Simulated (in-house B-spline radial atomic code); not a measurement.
Configurations of Ni VII (Ni6+), with energies counted from [Ar] 3d4. Level of theory: scalar-relativistic (X2C) B3LYP, spin-polarised, spherical fractional occupations, exact exchange averaged over the configuration, Fermi nucleus of rms radius 3.7757 fm; calculated with a radial B-spline atomic code at the basis-set limit. Shells without spins written out take the highest spin.

Occupations are held fixed; configurations that lie above the ionisation limit could autoionise.

```tsv
configuration	E - E(ref) (eV)	highest orbital	its <r> (bohr)
[Ar] 3d3 4p1	57.977	4p up	1.803
[Ar] 3d3 4f1	90.301	4f up	2.339
[Ne] 3s2 3p5 3d4 4p1	116.62	4p up	1.797
```

Q: Order these further configurations by energy, lowest first.
A. [Ne] 3s2 3p5 3d5
B. [Ne] 3s2 3p5 3d4 4f1
C. [Ar] 3d3 4s1
D. [Ne] 3s2 3p5 3d4 4s1

A: C (46.156 eV), A (57.672 eV), D (104.76 eV), B (149.05 eV).
